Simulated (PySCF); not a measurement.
Si(H)(F)(OH)(NMe2) (C₂H₈FNOSi), SMILES O[SiH](F)N(C)C. The structure is a stationary point at PBE0-D3(BJ)/def2-SVP. The values are those of a single conformer.

Problem. Give the equilibrium geometry at PBE0-D3(BJ)/def2-SVP (PySCF confirms it by a frequency run) as bond lengths and angles. (An estimate is asked for; the answer gives what the named calculation found.)

Solution. Several could match; the one computed here: 
Atoms: Si1 O2 F3 N4 C5 C6 H7 H8 H9 H10 H11 H12 H13 H14. Bonds (Å): Si1–O2 1.649, Si1–F3 1.625, Si1–N4 1.715, Si1–H7 1.480, O2–H8 0.963, N4–C5 1.443, N4–C6 1.442, C5–H9 1.106, C5–H10 1.108, C5–H11 1.099, C6–H12 1.100, C6–H13 1.108, C6–H14 1.107. Angles (°): O2–Si1–F3 112.2, O2–Si1–N4 110.3, O2–Si1–H7 104.6, F3–Si1–N4 104.9, F3–Si1–H7 106.3, N4–Si1–H7 118.7, Si1–O2–H8 115.9, Si1–N4–C5 122.7, Si1–N4–C6 121.3, C5–N4–C6 114.9, N4–C5–H9 110.9, N4–C5–H10 112.3, N4–C5–H11 110.3, H9–C5–H10 107.3, H9–C5–H11 107.5, H10–C5–H11 108.2, N4–C6–H12 110.5, N4–C6–H13 112.5, N4–C6–H14 111.1, H12–C6–H13 107.8, H12–C6–H14 107.5, H13–C6–H14 107.2.
